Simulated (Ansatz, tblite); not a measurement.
Isomers of Cd$_{4}$S$_{5}$ (singlet), found by a short tight-binding search and relaxed with PBE-D4/def2-SVP in Ansatz.

In the def2 sets Cd takes a core potential; there is no spin–orbit coupling. The xTB rows come from tblite. Correlated methods freeze 25 core orbitals; core or outer-core shells of Cd are correlated, in sets that lack core-valence functions.

Run but left out: HF/def2-SVP (A: restricted singlet, unstable towards broken spin symmetry); BHLYP-D4/def2-TZVP, B2PLYP/def2-TZVP (A: restricted singlet, unstable in another Hartree–Fock run and untested here).

A: The restricted singlet is unstable towards broken spin symmetry in Hartree–Fock (as tested in another run); at PBE-D4/def2-TZVP, revPBE-D4/def2-TZVP, r2SCAN-D4/def2-TZVP, PBE0-D4/def2-SVP and others this wasn't settled. At MP2/def2-SVP the restricted singlet (for correlated methods, its reference) is unstable: a solution with broken spin symmetry lies lower. B: The restricted singlet is unstable towards broken spin symmetry in Hartree–Fock (as tested in another run); at PBE-D4/def2-TZVP, revPBE-D4/def2-TZVP, r2SCAN-D4/def2-TZVP, PBE0-D4/def2-SVP and others this wasn't settled. At MP2/def2-SVP the restricted singlet (for correlated methods, its reference) is unstable: a solution with broken spin symmetry lies lower.

Other spin states weren't relaxed.

A:

```tsv
atom	x (Å)	y (Å)	z (Å)
Cd1	1.036	-1.437	1.881
Cd2	2.453	0.554	0.559
Cd3	-1.296	0.408	-0.046
Cd4	-3.565	-0.624	-1.636
S5	-0.053	0.668	-2.248
S6	-0.465	1.139	2.181
S7	-0.177	-2.210	-0.497
S8	0.956	2.470	1.409
S9	1.110	-0.968	-1.602
```

B:

```xyz
9

Cd   -2.755   -0.373   -0.804
Cd    0.138   -1.609   -1.613
Cd    0.529   -1.930    1.144
Cd   -0.484    1.079   -3.286
S    -1.320   -0.590    2.274
S    -0.208    1.829    0.077
S    -0.195    1.177    1.984
S     1.805    0.604   -0.742
S     2.490   -0.188    0.966
```

C:

```xyz
9

Cd    0.623   -0.358    1.798
Cd   -1.074    1.984    0.305
Cd    1.186    0.630   -1.366
Cd   -1.506   -0.923   -0.742
S     0.876   -1.959   -1.099
S     1.601   -2.437    0.841
S    -1.955   -0.065    1.610
S    -1.208    1.225   -2.167
S     1.457    1.904    0.820
```

D:

```xyz
9

Cd    0.6844   -0.5809    2.3631
Cd   -0.2313    2.1977   -0.0288
Cd   -1.1669   -2.8697    1.4017
Cd    2.1402    0.3067    0.0064
S    -2.1743   -0.5259   -0.9471
S     1.1346   -1.6223   -1.2314
S    -2.0305    0.7633    0.7630
S     2.0538    2.7452   -0.2943
S    -0.4100   -0.4141   -2.0325
```

E:

```xyz
9

Cd    0.029    1.768    1.347
Cd    2.546   -2.391   -1.783
Cd    0.980   -1.487    0.556
Cd   -2.152    0.035    0.557
S     0.380    0.462   -2.062
S    -2.276    2.456    0.896
S    -0.344   -0.671    2.420
S     1.723    0.951   -0.492
S    -0.887   -1.123   -1.438
```

Estimate which lies lowest at each level, and how far above it the others are (kJ/mol).


```csv
level,A,B,C,D,E
GFN1-xTB,127.9,0.0,271.4,78.6,201.7
GFN2-xTB,147.1,209.9,0.0,197.8,86.9
PBE-D4/def2-SVP,233.6,259.5,0.0,194.6,138.2
PBE-D4/def2-TZVP,191.8,206.4,0.0,147.4,119.7
revPBE-D4/def2-TZVP,180.5,182.7,0.0,136.8,110.7
r2SCAN-D4/def2-TZVP,254.5,304.9,0.0,207.7,154.1
PBE0-D4/def2-SVP,297.9,362.6,0.0,253.5,172.3
PBE0-D4/def2-TZVP,256.1,308.2,0.0,204.7,153.7
RPA@PBE/def2-SVP,315.4,394.5,0.0,273.4,180.4
MP2/def2-SVP,353.2,422.5,0.0,289.1,197.4
```
Point groups (tolerance 0.1 Å): A not assigned, B not assigned, C Cs, D not assigned, E Cs. Lower isomers may exist. From def2-SVP to def2-TZVP the PBE0 values move by up to 54.5 kJ/mol, so results in the small set are rough.
